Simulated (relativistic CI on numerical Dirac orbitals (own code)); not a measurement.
Electric-dipole transitions in Os²⁹⁺

Calculated at this level of theory: Dirac-Coulomb-Breit CI, orbitals from a KLI potential per configuration, QED by a radiative potential, unscaled Slater integrals (own radial code, finite nucleus).

Configuration list (outside the closed core [Ar] 3d10): 4s2.4p6.4d10.4f, 4s2.4p6.4d9.4f2, 4s2.4p6.4d10.5s, 4s2.4p6.4d10.5p, 4s2.4p5.4d10.4f2, 4s2.4p6.4d10.5d, 4s.4p6.4d10.4f2, 4s2.4p6.4d9.4f.5s, 4s2.4p4.4d10.4f3, 4s2.4p6.4d9.5s2, 4s2.4p6.4d10.5f, 4s2.4p6.4d9.4f.5p, 4s2.4p6.4d8.4f2.5s, 4s2.4p6.4d9.5s.5p, 4s2.4p6.4d10.6s, 4s2.4p6.4d10.5g. Levels of other configurations are missing.

```
λ vac (nm)                         Lower                            Upper   A (s⁻¹)  E lower (eV)  E upper (eV)
    4.4716   4s2.4p6.4d10.4f 2F°_5/2 [1]     4s2.4p6.4d9.4f2 2F_5/2 [110]  7.42e+12         0.000       277.269
    4.4916   4s2.4p6.4d10.4f 2F°_7/2 [2]     4s2.4p6.4d9.4f2 2F_7/2 [112]  7.32e+12         4.409       280.447
    4.5079   4s2.4p6.4d10.4f 2F°_7/2 [2]     4s2.4p6.4d9.4f2 2D_5/2 [111]  6.96e+12         4.409       279.444
    4.5121   4s2.4p6.4d10.4f 2F°_5/2 [1]     4s2.4p6.4d9.4f2 2D_3/2 [109]  7.00e+12         0.000       274.779
    4.6917   4s2.4p6.4d10.4f 2F°_7/2 [2]     4s2.4p6.4d9.4f2 2G_9/2 [108]  4.46e+12         4.409       268.670
    4.7495   4s2.4p6.4d10.4f 2F°_5/2 [1]     4s2.4p6.4d9.4f2 2G_7/2 [107]  4.23e+12         0.000       261.049
    5.8779    4s2.4p6.4d9.4f2 4F_7/2 [6]   4s2.4p5.4d10.4f2 4F°_5/2 [157]  1.76e+11       204.176       415.109
    5.8892    4s2.4p6.4d9.4f2 2G_7/2 [7]   4s2.4p5.4d10.4f2 2F°_5/2 [163]  2.59e+11       206.794       417.323
    5.8955    4s2.4p6.4d9.4f2 4F_7/2 [6]   4s2.4p5.4d10.4f2 4G°_9/2 [155]  9.04e+10       204.176       414.479
    5.9230    4s2.4p6.4d9.4f2 2G_7/2 [7]   4s2.4p5.4d10.4f2 4D°_7/2 [160]  2.13e+11       206.794       416.119
    5.9267    4s2.4p6.4d9.4f2 4F_5/2 [5]   4s2.4p5.4d10.4f2 4G°_7/2 [153]  1.85e+11       202.128       411.324
    5.9474  4s2.4p6.4d9.4f2 4I_15/2 [38]  4s2.4p5.4d10.4f2 4H°_13/2 [186]  5.52e+11       216.687       425.155
    5.9584  4s2.4p6.4d9.4f2 2L_17/2 [35]  4s2.4p5.4d10.4f2 2K°_15/2 [184]  7.94e+11       216.325       424.407
    5.9594   4s2.4p6.4d9.4f2 2G_9/2 [11]   4s2.4p5.4d10.4f2 2H°_9/2 [161]  2.19e+11       208.232       416.280
    5.9640   4s2.4p6.4d9.4f2 2G_9/2 [11]   4s2.4p5.4d10.4f2 4D°_7/2 [160]  1.93e+11       208.232       416.119
    5.9711   4s2.4p6.4d9.4f2 4K_13/2 [8]  4s2.4p5.4d10.4f2 2I°_11/2 [156]  8.09e+11       207.152       414.791
    5.9739  4s2.4p6.4d9.4f2 4I_13/2 [27]  4s2.4p5.4d10.4f2 2I°_11/2 [173]  5.68e+11       214.064       421.606
    5.9815   4s2.4p6.4d9.4f2 4D_5/2 [10]   4s2.4p5.4d10.4f2 4F°_5/2 [157]  2.29e+11       207.830       415.109
    5.9821    4s2.4p6.4d9.4f2 4G_9/2 [9]   4s2.4p5.4d10.4f2 4G°_9/2 [155]  2.42e+11       207.222       414.479
    5.9823  4s2.4p6.4d9.4f2 4K_15/2 [14]  4s2.4p5.4d10.4f2 4I°_13/2 [162]  7.95e+11       209.433       416.685
    5.9827    4s2.4p6.4d9.4f2 4F_3/2 [4]   4s2.4p5.4d10.4f2 4G°_5/2 [152]  3.73e+11       201.515       408.753
    5.9853    4s2.4p6.4d9.4f2 4F_7/2 [6]   4s2.4p5.4d10.4f2 4G°_7/2 [153]  3.02e+11       204.176       411.324
    5.9907  4s2.4p6.4d9.4f2 4K_17/2 [20]  4s2.4p5.4d10.4f2 4I°_15/2 [166]  7.82e+11       211.254       418.216
    5.9953  4s2.4p6.4d9.4f2 4G_11/2 [17]  4s2.4p5.4d10.4f2 4G°_11/2 [164]  1.53e+11       210.632       417.434
    5.9956  4s2.4p6.4d9.4f2 4I_11/2 [15]   4s2.4p5.4d10.4f2 2H°_9/2 [161]  2.80e+11       209.487       416.280
    6.0004    4s2.4p6.4d9.4f2 4F_5/2 [5]   4s2.4p5.4d10.4f2 4G°_5/2 [152]  2.72e+11       202.128       408.753
    6.0045   4s2.4p6.4d9.4f2 4D_5/2 [10]   4s2.4p5.4d10.4f2 4D°_3/2 [154]  3.41e+11       207.830       414.316
    6.0131  4s2.4p6.4d9.4f2 4G_11/2 [25]   4s2.4p5.4d10.4f2 4F°_9/2 [170]  3.25e+11       213.957       420.148
    6.0190  4s2.4p6.4d9.4f2 2I_13/2 [32]  4s2.4p5.4d10.4f2 2H°_11/2 [176]  5.19e+11       216.246       422.235
    6.0234   4s2.4p6.4d9.4f2 2G_9/2 [50]   4s2.4p5.4d10.4f2 2F°_7/2 [199]  4.90e+11       222.469       428.307
    6.0242   4s2.4p6.4d9.4f2 2H_9/2 [30]   4s2.4p5.4d10.4f2 2G°_7/2 [171]  5.42e+11       214.796       420.606
    6.0242  4s2.4p6.4d9.4f2 4H_13/2 [21]  4s2.4p5.4d10.4f2 4G°_11/2 [164]  6.29e+11       211.624       417.434
    6.0261   4s2.4p6.4d9.4f2 4G_9/2 [23]   4s2.4p5.4d10.4f2 4G°_7/2 [168]  2.75e+11       212.777       418.522
    6.0289  4s2.4p6.4d9.4f2 4G_11/2 [17]   4s2.4p5.4d10.4f2 2H°_9/2 [161]  2.68e+11       210.632       416.280
    6.0391  4s2.4p6.4d9.4f2 4I_11/2 [15]  4s2.4p5.4d10.4f2 2I°_11/2 [156]  1.46e+11       209.487       414.791
    6.0482  4s2.4p6.4d9.4f2 4I_11/2 [15]   4s2.4p5.4d10.4f2 4G°_9/2 [155]  2.89e+11       209.487       414.479
    6.0568  4s2.4p6.4d9.4f2 4H_13/2 [48]  4s2.4p5.4d10.4f2 4G°_11/2 [188]  4.53e+11       221.031       425.732
    6.0746    4s2.4p6.4d9.4f2 4G_9/2 [9]   4s2.4p5.4d10.4f2 4G°_7/2 [153]  2.30e+11       207.222       411.324
    6.0822  4s2.4p6.4d9.4f2 4G_11/2 [17]   4s2.4p5.4d10.4f2 4G°_9/2 [155]  1.96e+11       210.632       414.479
    6.1049   4s2.4p6.4d9.4f2 2G_9/2 [11]   4s2.4p5.4d10.4f2 4G°_7/2 [153]  1.46e+11       208.232       411.324
    6.1522  4s2.4p6.4d9.4f2 4I_15/2 [38]  4s2.4p5.4d10.4f2 4I°_15/2 [166]  2.00e+11       216.687       418.216
    11.472  4s2.4p6.4d10.5p 2P°_1/2 [31]     4s2.4p6.4d10.5d 2D_3/2 [113]  2.14e+11       215.515       323.593
    13.639  4s2.4p6.4d10.5d 2D_5/2 [114]    4s2.4p6.4d10.5f 2F°_7/2 [172]  2.29e+11       330.521       421.426
    13.908    4s2.4p6.4d10.5s 2S_1/2 [3]    4s2.4p6.4d10.5p 2P°_3/2 [105]  1.08e+11       159.123       248.270
    21.986    4s2.4p6.4d10.5s 2S_1/2 [3]     4s2.4p6.4d10.5p 2P°_1/2 [31]  2.68e+10       159.123       215.515
```

Terms are leading LS components. Brackets give the number of a level in order of energy, since labels repeat. The list gives strong lines, with weight on those to low levels, without lines whose two gauges differ by over a factor of 2.5, among the lowest 200 of 1871 levels, so that lines to higher ones, which can be the strongest, are missing. Levels whose partners in the same complex of configurations lie outside the list can be far off, and so can their lines. Rates are taken at the computed energies, electric ones in the length gauge.

At this charge energies of transitions that change n are usually good to better than 1 %, and those within a shell (Δn = 0) to a few per cent.

LS names give the leading component of a level, which can be under half, so a name can repeat, a term be missing and a line seem to break the LS rules.
